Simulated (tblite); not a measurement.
Species: C₃H₈OSi.
SMILES: `C[C@H]1OC[SiH2]1`

Calculated harmonic vibrations of the isolated species, GFN2-xTB (tblite), most abundant isotopes, no scaling. Against measured fundamentals such values can be off by several per cent, at times by over 20. Modes of hydrogen on silicon can be 10 to 20 % off.

Harmonic wavenumbers (cm⁻¹): 71.2, 192.5, 238.1, 373.2, 434.4, 479.5, 541.4, 591.9, 673.4, 735.4, 751.7, 784.0, 906.1, 988.4, 1011.2, 1070.6, 1097.5, 1137.3, 1203.7, 1221.1, 1301.1, 1396.5, 1472.4, 1482.5, 1501.5, 2277.1, 2282.6, 2879.8, 2895.2, 2934.2, 3022.7, 3028.4, 3031.6.

A = 5736, B = 3807, C = 2675 MHz; mass 88.034 u (most abundant isotopes); point group C1, symmetry number 1.

Q: What is the zero-point energy?

A: ½Σν̃ = 22004 cm⁻¹ = 62.91 kcal/mol.

Q: Give the ideal-gas entropy at 350 K and 1 bar in the rigid-rotor, harmonic-oscillator model (classical rotation).

A: Translation 40.16, rotation 26.59, vibration 16.72: S = 83.5 cal/(mol K).

Q: And Cp and H(350 K) − H(0)?

A: Cp = 29.64 cal/(mol K), of which vibrations give 21.70 (their classical limit is 33 R = 65.6); H(350 K) − H(0) = 6.17 kcal/mol without the zero-point energy, 3.38 from vibrations.

Q: Blend soft modes into free rotors: weight 1/[1 + (100 cm⁻¹/ν̃)⁴] for the oscillator and the rest for a rotor with moment μB/(μ + B), μ = h/(8π²ν), B = 10⁻⁴⁴ kg m². What vibrational entropy results?

A: 15.86 cal/(mol K) in place of 16.72, which changes −T·S at 350 K by +0.30 kcal/mol.

Q: How do the functions run with temperature in this model?

A: 
```tsv
T (K)	S (cal/(mol K))	Cp (cal/(mol K))	H − H(0) (kcal/mol)	G − H(0) (kcal/mol)	ln q(vib)
150	65.3	15.4	1.67	-8.12	1.05
250	74.8	22.5	3.55	-15.13	2.22
298.15	79.0	26.0	4.72	-18.84	2.84
400	87.6	32.9	7.73	-27.33	4.26
600	103.1	43.3	15.41	-46.43	7.20
900	122.7	53.2	30.02	-80.40	11.58
```

q(vib) and H(0) count from the zero-point level.

Q: Which modes carry the vibrational entropy at 350 K?

A: 71.2 cm⁻¹: 4.44; 192.5 cm⁻¹: 2.50; 238.1 cm⁻¹: 2.11; 373.2 cm⁻¹: 1.32; 434.4 cm⁻¹: 1.08; 479.5 cm⁻¹: 0.93 cal/(mol K); the other 27 give 4.34 together.

Q: What must be added to the electronic energy to get the Gibbs energy at 350 K and 1 bar?

A: ZPE + [H(350 K) − H(0)] − T·S = 62.91 + 6.17 − 29.22 = 39.86 kcal/mol.

Hindered rotation and anharmonicity are outside this model. The structure is chiral; the term R ln 2 for an equal mix with its mirror image is left out.
